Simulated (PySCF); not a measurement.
## Si: excitation energy

Si [Ne] 3s2 3p2 (3P) → Si [Ne] 3s1 3p3 (5S), as a difference of total energies. All numbers are calculated (PySCF 2.14, the spin-free X2C one-electron Hamiltonian (Gaussian nucleus), in dyall-acv3z (19s12p6d4f, 113 functions)). Correlated levels: valence: [Ne] frozen; valence and next inner shell: 1s2 frozen; virtual orbitals above 40 to 60 times the deepest correlated orbital energy dropped. The calculations carry no spin-orbit coupling.

| method | excitation energy (cm⁻¹) |
| --- | --- |
| UHF | 21406 |
| LDA | 35021 |
| PBE | 34327 |
| PBE0 | 32917 |
| r2SCAN | 29475 |
| M06-L | 32463 |
| BLYP | 38232 |
| TPSSh | 33795 |
| MP2 (valence) | 29303 |
| SCS-MP2 (valence) | 33153 |
| MP2 (valence and next inner shell) | 30701 |
| SCS-MP2 (valence and next inner shell) | 34190 |

A first-order spin-orbit estimate (lowest level to lowest level, LS coupling) adds 0.016 eV.
